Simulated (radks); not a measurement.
The numbers below are computed, except where a source is named.
Task: Mean orbital radii <r> (bohr) of neutral strontium, [Kr] 5s2, of relativity; Dirac values are averaged over j with weights 2j + 1. Spin-unpolarised spherical Kohn-Sham, LDA (Slater exchange, Perdew-Wang correlation), point nucleus unless stated (finite: rms radius 4.224 fm), a radial shooting solver on a logarithmic mesh with Libxc functionals. A level marked "c x" has the speed of light scaled by that factor.

shell       non-rel.
1s           0.04023
2s            0.1772
2p            0.1524
3s            0.5045
3p            0.5041
3d            0.4971
4s             1.383
4p             1.576
5s             4.337
4d (empty)     3.276
5p (empty)     5.816

Give the values at the level "Dirac, finite nucleus".

Result: 
shell       Dirac, finite nucleus  change of magnitude (%)
1s                        0.03921                    -2.54
2s                         0.1724                    -2.72
2p                         0.1504                    -1.31
3s                         0.4929                    -2.30
3p                         0.4990                    -1.00
3d                         0.4987                    +0.32
4s                          1.356                    -1.96
4p                          1.569                    -0.42
5s                          4.273                    -1.47
4d (empty)                  3.457                    +5.54
5p (empty)                  5.844                    +0.47
